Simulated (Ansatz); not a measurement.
Basis sets compared for BCOF3 (relaxed from a model of B(CO)F3, whose bonding it doesn't keep). The state is a singlet with charge 0. Geometry r2SCAN-D4/def2-SVP. Ansatz on 4 threads of Arm Neoverse V2 on a shared host; times are rough, and most runs start from earlier orbitals.

Cartesian coordinates in Å:
```
B 0.503 0.749 0.541
C -0.768 -1.144 -0.826
O -1.309 -1.949 -1.407
F 1.584 0.005 0.654
F -0.406 0.737 1.495
F 0.396 1.603 -0.456
```

In the singlet geometry the species has come apart into loosely held pieces.

Binding counts from free atoms (B doublet, C triplet, O triplet, F doublet) in the same basis, without a counterpoise term.

| level | functions | energy (Eh) | HOMO (eV) | LUMO (eV) | binding per atom (eV) | wall time |
| --- | --- | --- | --- | --- | --- | --- |
| HF/STO-3G | 30 | -429.8900 | -12.58 | 7.82 | 3.53 | 0.1 s |
| HF/def2-TZVP | 186 | -436.1284 | -15.88 | 2.90 | 3.87 | 0.7 s |
| PBE-D4/def2-SVP | 84 | -437.0968 | -9.33 | -2.35 | 5.58 | 0.45 s |
| PBE-D4/def2-TZVP (with forces) | 186 | -437.6259 | -9.63 | -2.51 | 5.45 | 1 s |
| r2SCAN-D4/def2-TZVP | 186 | -437.8762 | -10.11 | -2.26 | 5.28 | 1.8 s |
| PBE0-D4/def2-SVP | 84 | -437.0978 | -11.24 | -1.14 | 5.33 | 0.6 s |
| PBE0-D4/def2-TZVP | 186 | -437.6264 | -11.40 | -1.26 | 5.24 | 1.2 s |

Problem. Estimate the rows for PBE-D4/def2-TZVPD, r2SCAN-D4/def2-TZVPD, PBE0-D4/def2-TZVPD.

Solution. 
```
               level  functions  energy (Eh)  HOMO (eV)  LUMO (eV)  binding per atom (eV)  wall time
   PBE-D4/def2-TZVPD        234    -437.6275      -9.66      -2.55                   5.44      1.4 s
r2SCAN-D4/def2-TZVPD        234    -437.8772     -10.12      -2.29                   5.27      2.5 s
  PBE0-D4/def2-TZVPD        234    -437.6275     -11.41      -1.31                   5.23        2 s
```
